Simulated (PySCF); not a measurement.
# Correlation energy of S²⁺ (sulfur, charge +2)

[Ne] 3s2 3p1 4s1, high-spin 3P determinant (an excited configuration). Calculation: PySCF 2.14, in aug-cc-pVTZ-DK; the spin-free X2C one-electron Hamiltonian (Gaussian nucleus). Frozen: [Ne]; 4 electrons correlated.

| level | correlation energy (mhartree) |
| --- | --- |
| CCSD | -86.35 |
| (T) | -3.32 |
| CCSD(T) | -89.67 |

Diagnostics: T1 = 0.054, D1 = 0.1528, largest double amplitude 0.101.

The outer electron is Rydberg-like, and this basis confines it to a smaller radius and binds it less than a complete one would. T1 exceeds 0.03, a sign that the reference determinant is poor.

Cost of the coupled-cluster step: about 1.6 core-seconds, for 4 correlated electrons.

Iterations:

```
CC2 = 0
CCSD nocc = (np.int64(3), np.int64(1)), nmo = (45, 45)
frozen orbitals [[0, 1, 2, 3, 4], [0, 1, 2, 3, 4]]
max_cycle = 100
direct = 0
conv_tol = 1e-08
conv_tol_normt = 1e-06
diis_space = 8
diis_start_cycle = 0
Init t2, MP2 energy = -0.0648567829380289
Init E_corr(UCCSD) = -0.0648567829398842
cycle = 1  E_corr(UCCSD) = -0.0796606639664364  dE = -0.014803881  norm(t1,t2) = 0.0673645
cycle = 2  E_corr(UCCSD) = -0.0847718781489175  dE = -0.00511121418  norm(t1,t2) = 0.066978
cycle = 3  E_corr(UCCSD) = -0.0807400128993201  dE = 0.00403186525  norm(t1,t2) = 0.0930732
cycle = 4  E_corr(UCCSD) = -0.0854765817966044  dE = -0.0047365689  norm(t1,t2) = 0.0359957
cycle = 5  E_corr(UCCSD) = -0.0858618624712134  dE = -0.000385280675  norm(t1,t2) = 0.0181596
cycle = 6  E_corr(UCCSD) = -0.0865831130590386  dE = -0.000721250588  norm(t1,t2) = 0.0137967
cycle = 7  E_corr(UCCSD) = -0.0865818433089698  dE = 1.26975007e-06  norm(t1,t2) = 0.0147602
cycle = 8  E_corr(UCCSD) = -0.086378212295963  dE = 0.000203631013  norm(t1,t2) = 0.015472
cycle = 9  E_corr(UCCSD) = -0.0863300798409746  dE = 4.8132455e-05  norm(t1,t2) = 0.0039379
cycle = 10  E_corr(UCCSD) = -0.086337049273348  dE = -6.96943237e-06  norm(t1,t2) = 0.00114454
cycle = 11  E_corr(UCCSD) = -0.0863393306804105  dE = -2.28140706e-06  norm(t1,t2) = 0.00154909
cycle = 12  E_corr(UCCSD) = -0.0863118915082445  dE = 2.74391722e-05  norm(t1,t2) = 0.00139842
cycle = 13  E_corr(UCCSD) = -0.0863362030469869  dE = -2.43115387e-05  norm(t1,t2) = 0.000555724
cycle = 14  E_corr(UCCSD) = -0.0863475812927666  dE = -1.13782458e-05  norm(t1,t2) = 5.83052e-05
cycle = 15  E_corr(UCCSD) = -0.0863479335104512  dE = -3.52217685e-07  norm(t1,t2) = 1.58332e-05
cycle = 16  E_corr(UCCSD) = -0.0863483175721125  dE = -3.84061661e-07  norm(t1,t2) = 1.10588e-05
cycle = 17  E_corr(UCCSD) = -0.0863487395114144  dE = -4.21939302e-07  norm(t1,t2) = 3.28159e-06
cycle = 18  E_corr(UCCSD) = -0.0863488208548159  dE = -8.13434015e-08  norm(t1,t2) = 1.31073e-06
cycle = 19  E_corr(UCCSD) = -0.0863488109976741  dE = 9.85714184e-09  norm(t1,t2) = 9.20795e-07
UCCSD converged
E(UCCSD) = -396.8446293336375  E_corr = -0.08634881099767408
UCCSD(T) correction = -0.00332263365849455
```
